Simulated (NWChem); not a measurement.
System: ZrF₃ cation; SMILES [F][Zr+]([F])[F]

Input file for NWChem:

```
start job
memory heap 200 mb stack 900 mb global 1100 mb
charge 1
geometry units angstroms noautoz
  Zr     0.000000     0.000000     0.199470
  F      1.666124    -0.521194    -0.385235
  F     -1.284429    -1.182309    -0.385235
  F     -0.381695     1.703502    -0.385235
end
basis spherical
  * library def2-tzvp
end
ecp
  Zr library def2-ecp
end
dft
  xc xpbe96 cpbe96
  iterations 150
  mulliken
end
task dft energy
```

Output (shortened):

```
             Northwest Computational Chemistry Package (NWChem) 7.3.0
             --------------------------------------------------------

 C3V symmetry detected

                             Geometry "geometry" -> ""
                             -------------------------

 Output coordinates in angstroms (scale by  1.889725989 to convert to a.u.)

  No.       Tag          Charge          X              Y              Z
 ---- ---------------- ---------- -------------- -------------- --------------
    1 Zr                  40.0000     0.00000000     0.00000000     0.23562739
    2 F                    9.0000     1.23442530     1.23442530    -0.34907761
    3 F                    9.0000     0.45183102    -1.68625632    -0.34907761
    4 F                    9.0000    -1.68625632     0.45183102    -0.34907761

 Effective nuclear repulsion energy (a.u.)     352.9528995678

      Symmetry information
      --------------------

 Group name             C3v
 Group number             17
 Group order               6
 No. of unique centers     2

 Summary of "ao basis" -> "ao basis" (spherical)
 ------------------------------------------------------------------------------
       Tag                 Description            Shells   Functions and Types
 ---------------- ------------------------------  ------  ---------------------
 Zr                        def2-tzvp                14       40   6s4p3d1f
 F                         def2-tzvp                11       31   5s3p2d1f

      Symmetry analysis of basis
      --------------------------

        a1         36
        a2         11
        e          86

  Rotation of axis

            General Information
            -------------------
          SCF calculation type: DFT
          Wavefunction type:  closed shell.
          No. of atoms     :     4
          No. of electrons :    38
           Alpha electrons :    19
            Beta electrons :    19
          Charge           :     1
          Spin multiplicity:     1
          Use of symmetry is: on ; symmetry adaption is: on
          Maximum number of iterations: 150
          AO basis - number of functions:   133
                     number of shells:    47
          Convergence on energy requested:  1.00D-06
          Convergence on density requested:  1.00D-05
          Convergence on gradient requested:  5.00D-04

              XC Information
              --------------
          PerdewBurkeErnzerhof Exchange Functional  1.000
            Perdew 1991 LDA Correlation Functional  1.000 local
           PerdewBurkeErnz. Correlation Functional  1.000 non-local

             Grid Information
             ----------------
          Grid used for XC integration:  medium
          Radial quadrature: Mura-Knowles
          Angular quadrature: Lebedev.
          Tag              B.-S. Rad. Rad. Pts. Rad. Cut. Ang. Pts.
          ---              ---------- --------- --------- ---------
          Zr                  1.55      123          10.0       590
          F                   0.50       49           8.0       434
          Grid pruning is: on
          Number of quadrature shells:   172
          Spatial weights used:  Erf1

      Superposition of Atomic Density Guess
      -------------------------------------

 Sum of atomic energies:        -351.71764316

 Renormalizing density from      39.00 to     38

      Non-variational initial energy
      ------------------------------

 Total energy =    -339.280672
 1-e energy   =    -744.555916
 2-e energy   =     269.620320
 HOMO         =      -1.027916
 LUMO         =      -0.354730

      Symmetry analysis of molecular orbitals - initial
      -------------------------------------------------

  Numbering of irreducible representations:

     1 a1          2 a2          3 e

  Orbital symmetries:

     1 a1          2 e           3 e           4 a1          5 e
     6 e           7 a1          8 a1          9 e          10 e
    11 e          12 e          13 a1         14 e          15 e
    16 a2         17 a1         18 e          19 e          20 a1
    21 e          22 e          23 a1         24 e          25 e
    26 a1         27 e          28 e          29 a1

     ---------------------------------------------
      Total Density - Mulliken Population Analysis
     ---------------------------------------------

    Atom       Charge   Shell Charges
 -----------   ------   -------------------------------------------------------
    1 Zr  12     8.84   0.03 -0.36  1.62  0.74  0.07  0.01  5.20  0.85  0.03  0.00  0.28  0.27 -0.01  0.11
    2 F    9     9.72   0.78  1.20  0.66  1.03  0.30  2.61  2.42  0.73  0.00  0.01  0.00
    3 F    9     9.72   0.78  1.20  0.66  1.03  0.30  2.61  2.42  0.73  0.00  0.01  0.00
    4 F    9     9.72   0.78  1.20  0.66  1.03  0.30  2.61  2.42  0.73  0.00  0.01  0.00

   convergence    iter        energy       DeltaE   RMS-Dens  Diis-err
 ---------------- ----- ----------------- --------- --------- ---------
 d= 0,ls=0.0,diis     1   -345.7652947791 -4.81D+02  3.93D-02  6.13D+00
 d= 0,ls=0.0,diis     2   -330.2452224302  1.55D+01  3.51D-02  1.42D+02
 d= 0,ls=0.0,diis     3   -346.3363137242 -1.61D+01  2.86D-03  8.87D-01
 d= 0,ls=0.0,diis     4   -346.3715979131 -3.53D-02  1.29D-03  1.88D-01
 d= 0,ls=0.0,diis     5   -346.3909545330 -1.94D-02  3.76D-04  2.23D-02
  Resetting Diis
 d= 0,ls=0.0,diis     6   -346.3929102441 -1.96D-03  3.46D-05  1.24D-04
 d= 0,ls=0.0,diis     7   -346.3929179231 -7.68D-06  4.16D-05  2.07D-05
 d= 0,ls=0.0,diis     8   -346.3929064726  1.15D-05  3.14D-05  1.55D-04
 d= 0,ls=0.0,diis     9   -346.3929196514 -1.32D-05  4.65D-06  2.44D-06
 d= 0,ls=0.0,diis    10   -346.3929198653 -2.14D-07  4.11D-07  2.44D-08

         Total DFT energy =     -346.392919865308
      One electron energy =     -758.228391289801
           Coulomb energy =      313.022425404916
    Exchange-Corr. energy =      -36.841878156844
 Nuclear repulsion energy =      135.654924176420

 Numeric. integr. density =       37.999996824366

                  Occupations of the irreducible representations
                  ----------------------------------------------

                     irrep           alpha         beta
                     --------     --------     --------
                     a1                6.0          6.0
                     a2                1.0          1.0
                     e                12.0         12.0

                       DFT Final Molecular Orbital Analysis
                       ------------------------------------

 Vector   17  Occ=2.000000D+00  E=-5.984912D-01  Symmetry=a2
              MO Center=  2.7D-13,  3.0D-13, -3.3D-01, r^2= 3.4D+00
   Bfn.  Coefficient  Atom+Function         Bfn.  Coefficient  Atom+Function
  ----- ------------  ---------------      ----- ------------  ---------------
    77      0.284644  3 F  px               109     -0.284644  4 F  py
    80      0.230108  3 F  px               112     -0.230108  4 F  py
    46     -0.208374  2 F  px                47      0.208374  2 F  py
    49     -0.168451  2 F  px                50      0.168451  2 F  py
    83      0.154013  3 F  px               115     -0.154013  4 F  py

 Vector   18  Occ=2.000000D+00  E=-5.975971D-01  Symmetry=e
              MO Center= -7.1D-02, -1.7D-03, -3.4D-01, r^2= 3.5D+00
   Bfn.  Coefficient  Atom+Function         Bfn.  Coefficient  Atom+Function
  ----- ------------  ---------------      ----- ------------  ---------------
   110      0.281044  4 F  pz               113      0.229435  4 F  pz
    47      0.211321  2 F  py                77     -0.193531  3 F  px
     7      0.178883  1 Zr px                79     -0.175516  3 F  pz
    50      0.173477  2 F  py                80     -0.156921  3 F  px
    46     -0.153671  2 F  px               116      0.150791  4 F  pz

 Vector   19  Occ=2.000000D+00  E=-5.975971D-01  Symmetry=e
              MO Center=  7.1D-02,  1.7D-03, -3.4D-01, r^2= 3.5D+00
   Bfn.  Coefficient  Atom+Function         Bfn.  Coefficient  Atom+Function
  ----- ------------  ---------------      ----- ------------  ---------------
   109      0.269836  4 F  py                48      0.263595  2 F  pz
    79     -0.223188  3 F  pz               112      0.220058  4 F  py
    51      0.215190  2 F  pz                77      0.188308  3 F  px
    82     -0.182203  3 F  pz                 8     -0.178883  1 Zr py
    80      0.154436  3 F  px                46     -0.145061  2 F  px

 Vector   20  Occ=0.000000D+00  E=-3.840622D-01  Symmetry=a1
              MO Center= -5.6D-15, -4.6D-15,  6.4D-01, r^2= 2.1D+00
   Bfn.  Coefficient  Atom+Function         Bfn.  Coefficient  Atom+Function
  ----- ------------  ---------------      ----- ------------  ---------------
     5      0.561823  1 Zr s                 21      0.522732  1 Zr d  0
    26      0.354682  1 Zr d  0               3     -0.342690  1 Zr s
    15      0.190323  1 Zr pz                 2      0.159547  1 Zr s
     9     -0.126334  1 Zr pz                 4     -0.114364  1 Zr s
    31      0.079457  1 Zr d  0              48      0.072248  2 F  pz

 Vector   21  Occ=0.000000D+00  E=-3.434894D-01  Symmetry=e
              MO Center= -9.1D-03,  6.9D-02,  3.2D-01, r^2= 1.8D+00
   Bfn.  Coefficient  Atom+Function         Bfn.  Coefficient  Atom+Function
  ----- ------------  ---------------      ----- ------------  ---------------
    22      0.569324  1 Zr d  1              27      0.377745  1 Zr d  1
    19     -0.194314  1 Zr d -2              20     -0.193254  1 Zr d -1
    13     -0.140399  1 Zr px                25     -0.128224  1 Zr d -1
    48      0.122340  2 F  pz                 7      0.119783  1 Zr px
    24     -0.113468  1 Zr d -2             110     -0.113420  4 F  pz

[...]
```

Level: PBE/def2-TZVP with def2 effective core potentials on Zr. Coordinates come from a PBE0/def2-SVP optimisation. The spin multiplicity was typed, not searched, and may not be the lowest. def2 effective core potentials on Zr; no spin-orbit coupling.
